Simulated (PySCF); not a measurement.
# Structure from NMR data

An unknown has the formula C$_{6}$H$_{7}$BOS$_{2}$. Its calculated NMR data are:

¹H NMR (400 MHz, computed): δ 7.36 (m, 1H), 6.49 (br, 1H), 6.40 (m, 1H), 6.37 (m, 1H), 4.50 (m, 1H), 3.48 (m, 1H), 2.86 (m, 1H).

¹³C{¹H} NMR (computed): δ 155.1 (C), 147.8 (CH), 117.0 (CH), 115.6 (CH), 59.7 (CH), 44.9 (CH2).

Single conformer, gas phase, non-relativistic Hamiltonian. Structure optimised with PBE0-D3(BJ)/def2-SVP; shieldings: GIAO B3LYP/pcSseg-1; PySCF 2.14.

References, each an isolated molecule treated in the same way: TMS for ¹H, ¹³C.

Propose a structure and justify it.

Results:


6 carbon signals for 6 carbons: no two carbons are equivalent. Carbon types of the structure: 1 × C, 4 × CH, 1 × CH2, leaving 1 H on heteroatoms. δC 155.1: substituted aromatic carbon next to the ring oxygen. δC 147.8: aromatic CH next to the ring oxygen. δC 117.0, 115.6: aromatic CH. δC 44.9: sp3 CH2 bonded to S. δH 7.36: hydrogen on an aromatic CH next to the ring oxygen; it sits in the deshielding region of the aromatic ring current. δH 6.40, 6.37: hydrogen on an aromatic CH; it sits in the deshielding region of the aromatic ring current. δH 4.50: hydrogen on an sp3 CH bonded to S, on an aromatic ring.

The compound is SMILES B1SC[C@H](c2ccco2)S1.

The shifts were computed for this structure.

Hydrogens on boron are broadened and split by ¹¹B (spin 3/2, 80 %) and 10B (spin 3). Shifts are as computed. Against solution values, carbons near 30 ppm lie about +2 ppm off and those near 130 ppm about +6 ppm. Of 1211 compounds with measured shifts, 218 miss one by over three times the rms of a fit or turn the order of signals round; such compounds aren't used in these exercises. No couplings were computed; multiplicities are counted from neighbouring protons, with m where these are inequivalent, close in shift, in a saturated or five-membered ring or joined by F or P, and br s for small geminal =CH2 splittings.
